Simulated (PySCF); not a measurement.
H₄P, SMILES [PH4+], charge +1. Coordinates come from a TPSSh-D3(BJ)/def2-TZVPD optimisation. The isomer is the one that the SMILES or the coordinates give; other isomers of the formula were not compared.

Q: Give the equilibrium geometry at TPSSh-D3(BJ)/def2-TZVPD (PySCF confirms it by a frequency run) as a Z-matrix, and its point group. (The exact figures need the calculation; the answer reports its results.)

A: point group Td.
```
P
H 1 1.3967
H 1 1.3967 2 109.47
H 1 1.3967 2 109.47 3 -120.00
H 1 1.3967 2 109.47 3 120.00
```
Charge +1, spin multiplicity 1.
